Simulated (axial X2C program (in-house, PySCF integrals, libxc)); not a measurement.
**What spin–orbit coupling does to CsCa**

All values were computed with an in-house all-electron X2C program for linear molecules (integrals from PySCF). Spin-free means the one-electron spin-free X2C Hamiltonian; two-component (2c) means X2C with spin–orbit coupling and atomic mean-field two-electron Coulomb and Gaunt terms, so the difference of the two also holds small scalar two-electron terms. Basis: Cs dyall-cv3z [15s15p9d4f1g], Ca dyall-cv3z [11s12p6d4f] (cores contracted in-house); Gaussian nuclei, density fitting, unrestricted open shells. Masses: Cs 132.905 u, Ca 39.963 u.

Spin-free state: M_S = 1/2, Λ = 0 (beyond evenly filled blocks: σα); fragments Cs + Ca.

```csv
level,Re (Å),ωe (cm⁻¹),De (eV),μ (D)
PBE0,4.655,54.5,0.207,-3.41
CCSD,4.815,42.0,0.103,n/a
CCSD(T),4.710,49.0,0.121,n/a
PW91,4.589,56.7,0.251,-2.81
```

Correlated methods: 11 electrons correlated (number of frozen shells: Cs 4 s, 3 p, 2 d; Ca 3 s, 2 p), 349 virtual spin orbitals or spinors in MP2, 90 natural virtuals in coupled cluster.

Dipoles are positive if Ca is the positive end.

Two-component determinant lowest at the distance of the search:

Ω = 1/2 (⟨Sz⟩ = 0.50, ⟨Lz⟩ = 0.00 at HF); fragments Cs + Ca.

```json
{"level": "PBE0", "Re (Å)": "4.653", "ωe (cm⁻¹)": "54.5", "De (eV)": "0.207", "μ (D)": "-3.40"}
{"level": "CCSD", "Re (Å)": "4.845", "ωe (cm⁻¹)": "41.0", "De (eV)": "0.102", "μ (D)": "n/a"}
{"level": "CCSD(T)", "Re (Å)": "4.735", "ωe (cm⁻¹)": "46.6", "De (eV)": "0.120", "μ (D)": "n/a"}
{"level": "PW91", "Re (Å)": "4.586", "ωe (cm⁻¹)": "56.8", "De (eV)": "0.252", "μ (D)": "-2.79"}
```

Q: From the two tables, how do the constants change at the CCSD(T) level (2c against spin-free)?

A: At the CCSD(T) level Re rises by 0.025 Å and ωe decreases by 2.4 cm⁻¹; De changes by -0.001 eV.

One determinant describes the state; a PBE0 search over occupations chose it and may have missed a lower one. Dissociation energies refer to the lowest single-determinant-based atoms at the same level and basis. Density functionals use the spin component along the axis (collinear). Coupled cluster ran in a truncated set of natural virtual spinors; the MP2 energy of the rest was added. (T) has no such correction and the atoms are truncated less, which lowers De at CCSD(T) by a hundredth of an eV or more. The outer-core s and p shells of the metal are frozen in the correlated rows, which leaves out core–valence correlation; for alkali and alkaline-earth bonds that tends to lengthen them. The determinant is spin-polarised beyond a pure state at some levels (its spin-free form has ⟨S²⟩ too high), which makes Re and μ there less reliable. The T1 diagnostic is large, a sign of multireference character. With the outer-core shells frozen, correlated bond lengths of heavy atoms tend to come out a few hundredths of an ångström too long.
